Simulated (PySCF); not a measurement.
Molfile (atoms numbered from 1):
```
C6H10N2
     RDKit          3D

 18 18  0  0  0  0  0  0  0  0999 V2000
   -2.6293    0.6960   -0.0701 C   0  0  0  0  0  0  0  0  0  0  0  0
   -1.7906   -0.3885   -0.7488 C   0  0  0  0  0  0  0  0  0  0  0  0
   -0.4184   -0.4473   -0.1669 C   0  0  0  0  0  0  0  0  0  0  0  0
    0.0123   -1.1798    0.9515 C   0  0  0  0  0  0  0  0  0  0  0  0
    1.2893   -0.9625    1.2031 N   0  0  0  0  0  0  0  0  0  0  0  0
    1.7044   -0.1026    0.2806 N   0  0  0  0  0  0  0  0  0  0  0  0
    3.0647    0.3489    0.2609 C   0  0  0  0  0  0  0  0  0  0  0  0
    0.7105    0.2376   -0.5660 C   0  0  0  0  0  0  0  0  0  0  0  0
   -2.1676    1.6723   -0.2020 H   0  0  0  0  0  0  0  0  0  0  0  0
   -2.7104    0.4975    0.9963 H   0  0  0  0  0  0  0  0  0  0  0  0
   -3.6297    0.7245   -0.4959 H   0  0  0  0  0  0  0  0  0  0  0  0
   -2.2796   -1.3563   -0.6166 H   0  0  0  0  0  0  0  0  0  0  0  0
   -1.7250   -0.1806   -1.8195 H   0  0  0  0  0  0  0  0  0  0  0  0
   -0.5552   -1.8503    1.5659 H   0  0  0  0  0  0  0  0  0  0  0  0
    3.1154    1.4320    0.3910 H   0  0  0  0  0  0  0  0  0  0  0  0
    3.5466    0.0821   -0.6820 H   0  0  0  0  0  0  0  0  0  0  0  0
    3.5850   -0.1383    1.0827 H   0  0  0  0  0  0  0  0  0  0  0  0
    0.8688    0.9216   -1.3759 H   0  0  0  0  0  0  0  0  0  0  0  0
  1  2  1  0
  2  3  1  0
  3  4  1  0
  4  5  2  0
  5  6  1  0
  6  7  1  0
  6  8  1  0
  8  3  2  0
  1  9  1  0
  1 10  1  0
  1 11  1  0
  2 12  1  0
  2 13  1  0
  4 14  1  0
  7 15  1  0
  7 16  1  0
  7 17  1  0
  8 18  1  0
M  END
```

PySCF calculation with coordinates at the GFN2-xTB level and shielding tensors at PBE0/pcSseg-1 (GIAO); one computed conformer, equivalent nuclei averaged, no solvent model, no relativistic terms.

Shifts are taken against calculated references (same method and geometry level): $^{13}$C against TMS.

**Question.** Do the $^{13}$C shifts follow the atomic charges (in e)? Tabulate both.

**Answer.** 
```
atoms  hybridisation  δ (ppm)  σ para (ppm)  Hirshfeld    IAO  Mulliken  ESP-fitted
   C4            sp2    140.5          -203      -0.04  -0.10     +0.18       +0.15
   C3            sp2    132.8          -210      -0.04  -0.08     -0.47       -0.24
   C8            sp2    129.8          -197      -0.03  -0.14     +0.29       -0.37
   C7            sp3     39.6           -96      -0.05  -0.31     -0.03       -0.35
   C1            sp3     23.0           -82      -0.12  -0.41     -0.27       -0.11
   C2            sp3     22.7           -79      -0.07  -0.26     -0.11       +0.17
```

Correlation coefficients of δ with charge over these carbons: Hirshfeld +0.75, IAO +0.92, Mulliken +0.29, ESP-fitted -0.15; with the paramagnetic shielding -1.00. With so few points, grouped by hybridisation, these coefficients are fragile. Charge is one influence among several: hybridisation and low-lying excitations act through the paramagnetic term.

Shifts are as computed. Against solution values, carbons near 30 ppm lie about +3 ppm off and those near 130 ppm about +5 ppm (rms about the fit 2.1 ppm; single classes can miss by 10 ppm). Of 1328 compounds with measured shifts, 309 miss one by over three times the rms of a fit or turn the order of signals round; such compounds aren't used in these exercises. Signals without a measured value on file couldn't be tested in this way; 1H shifts scatter by 0.2 ppm about their fit, and single ones miss by 0.5 ppm.
